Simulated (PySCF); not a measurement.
Computed IR spectrum (relative IR intensity) of a molecule C₂H₉NOSi₂. The structure is a stationary point at PBE-D3(BJ)/def2-SVP. One conformer was computed; it need not be the lowest. These are PBE-D3(BJ)/def2-SVP in PySCF values and carry that method's errors. Frequencies are harmonic and unscaled.

Lines under 2 % of the strongest are left out, and lines within 2 cm⁻¹ are merged.

ν (cm⁻¹): 205 (vw), 281 (vw), 365 (vw), 476 (vw), 662 (m), 670 (w), 685 (m), 700 (m), 719 (vw), 731 (m), 794 (vw), 884 (s), 894 (m), 912 (vs), 916 (m), 931 (vs), 948 (vs), 998 (vw), 1042 (w), 1126 (vs), 1225 (w), 1292 (vw), 1339 (w), 1400 (vw), 1736 (vs), 2099 (s), 2147 (m), 2150 (s), 2177 (m), 2184 (m), 2213 (s), 2913 (w), 2920 (m), 2970 (w) (against the strongest line: vs over 80 %, s over 45 %, m over 15 %, w over 4 %, vw less)

**Question.** Which molecule gave these data?
A. CN[Si@@H]1C[SiH2]O1
B. [SiH3]/N=C\CO[SiH3]
C. C[Si@H](O)/N=C/[SiH3]
D. CN1C[SiH2][Si@@H]1O

**Answer.** B, [SiH3]/N=C\CO[SiH3]
